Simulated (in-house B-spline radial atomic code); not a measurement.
The numbers below are computed, except where a source is named.
# Si ion on W atom: potential, deflection and energy transfer

The pair potential comes from two frozen, spherical free-atom densities (PBE, B-spline radial code, scalar-relativistic past argon): electrostatics plus the change in Thomas-Fermi kinetic and Dirac exchange energy where they overlap, the recipe behind the universal ZBL potential, which averages such potentials (from solid-state densities) over many pairs. It is written V = (Z1 Z2 e²/r) φ(r/a), with e² = 14.3996 eV·Å and a = 0.46850 Å/(Z1^0.23 + Z2^0.23); ZBL's fit is φ = 0.18175 e^(−3.1998x) + 0.50986 e^(−0.94229x) + 0.28022 e^(−0.4029x) + 0.02817 e^(−0.20162x). Where φ falls below 4e-4 it is continued as an exponential.

Masses 28.09 and 183.84 u.

```
x = r/a  φ, this pair    φ, ZBL
    0.1        0.8801    0.8928
    0.5        0.6017    0.6096
    1.5        0.2944    0.2995
      3        0.1259    0.1292
      5       0.05055   0.05224
      8       0.01635   0.01705
     12      0.005033   0.00474
     17      0.001372  0.001212
```

At x = 3 the electrostatic, kinetic and exchange parts are 1384.44, 4907.71 and -243.12 eV. Find r, V and φ.

a = 0.46850/(1.8349 + 2.6911) = 0.10351 Å, so r = 0.31054 Å. V = 1384.44 + 4907.71 + (-243.12) = 6049.03 eV. The bare repulsion is 14 × 74 × 14.3996/0.31054 = 48038 eV, so φ = 0.1259, -2.6 % against ZBL's 0.1292. The kinetic (Pauli) term is 81 % of V here.

The ion comes in at 166.1 keV with impact parameter 0.5176 Å. The scattering integral gives a centre-of-mass angle of 1.189° and a closest approach of 5.025 a. What are the reduced energy, the energy passed on and the laboratory angles?

ε = E a M2/(Z1 Z2 e² (M1 + M2)) = 166100 × 6.0192e-06 = 1. The most that one collision can pass on is γE with γ = 4 M1 M2/(M1 + M2)² = 0.4599. Here T = γE sin²(θ/2) = 0.4599 × 166100 × 0.0001077 = 8.229 eV. The ion turns by arctan(sin θ/(cos θ + M1/M2)) = 1.0°, and the struck atom leaves at (180° − θ)/2 = 89.4°. The closest approach is 0.520 Å. With ZBL the angle would be 1.22° and T = 8.611 eV.
